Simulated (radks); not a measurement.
The numbers below are computed, except where a source is named.
Question: The mean radii <r> (bohr) of the occupied orbitals of an atom or ion are listed with their occupations. Level of theory: Dirac Kohn-Sham, PBE, spin-unpolarised, spherical densities, finite nucleus; Fermi nuclear charge, rms radius of each element as measured or else 0.836 A^(1/3) + 0.57 fm (a radial shooting solver on a logarithmic mesh with Libxc functionals).

| orbital | occ. | <r> |
|---|---|---|
| 1s1/2 | 2 | 0.02906 |
| 2s1/2 | 2 | 0.1250 |
| 2p1/2 | 2 | 0.1057 |
| 2p3/2 | 4 | 0.1111 |
| 3s1/2 | 2 | 0.3370 |
| 3p1/2 | 2 | 0.3274 |
| 3p3/2 | 4 | 0.3383 |
| 3d3/2 | 4 | 0.3085 |
| 3d5/2 | 6 | 0.3119 |
| 4s1/2 | 2 | 0.7496 |
| 4p1/2 | 2 | 0.7686 |
| 4p3/2 | 3 | 0.7870 |

Name the element and its charge. Open shells, if any, fill j = l - 1/2 first.

Answer: Z = 50, tin, charge +15: Sn15+ in [Ar] 3d10 4s2 4p5. The 1s radius gives Z: for a bare nucleus <r> = (2 gamma + 1)/(2Z) with gamma = sqrt(1 - (Z/c)^2), 0.02862 bohr for Z = 50, and screening makes it slightly larger (0.02906 here). The occupations add up to 35, and the charge is Z minus that.
